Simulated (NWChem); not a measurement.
System: C2HBrClF; SMILES C(/F)(=C/Cl)Br

Here is an NWChem input.

```
start job
memory heap 200 mb stack 900 mb global 1100 mb
geometry units angstroms noautoz
  F      1.585215    -0.376823     0.000000
  C      0.280720    -0.137903     0.000000
  Br    -0.168033     1.695980     0.000000
  C     -0.655295    -1.107761     0.000000
  Cl    -0.234213    -2.782187     0.000000
  H     -1.725955    -0.867050     0.000000
end
basis spherical
  * library def2-svp
end
dft
  xc xcamb88 1.00 lyp 0.81 vwn_5 0.19 hfexch 1.00
  cam 0.33 cam_alpha 0.19 cam_beta 0.46
  iterations 150
  mulliken
end
task dft energy
```

The geometry was optimised at PBE-D3(BJ)/def2-SVP.

Problem. What results follow from this input? (CAM-B3LYP/def2-SVP.) Quantities: energy (Ha); highest occupied level (eV); orbital gap (eV); dipole (D).

Solution. 
| Property | Value |
|---|---|
| energy (Ha) | -3210.45 |
| highest occupied level (eV) | -8.45 |
| orbital gap (eV) | 9.29 |
| dipole (D) | 1.35 |
